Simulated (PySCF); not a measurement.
C3H7NSi, SMILES C=C=CN[SiH3].

The structure is a stationary point at ωB97X-D3(BJ)/def2-SVP. This is a generated structure with no PubChem entry under its InChIKey; it may be hypothetical. Other conformers were not sampled.

Two levels are set side by side: PBE/def2-TZVP (PySCF) and HF/def2-TZVP (PySCF). Same geometry, gas phase. Differences are taken from unrounded values.

```tsv
quantity	HF	PBE	PBE minus HF
orbital gap (eV)	11.54	3.62	-7.92
highest occupied level (eV)	-8.56	-4.87	3.70
lowest empty level (eV)	2.98	-1.24	-4.22
dipole moment (D)	1.23	1.24	0.01
mean polarisability (bohr³)	69.1	75.1	5.9
```

PBE's occupied levels lie high since its potential decays too fast outside the molecule; exact exchange lowers them and widens the gap. Loosely held outer electrons make PBE densities more polarisable. Differences between two approximate levels are no errors against the true value.

Rough cost on one machine, each run with all the roots and properties that it gave: HF against PBE about 1/3.
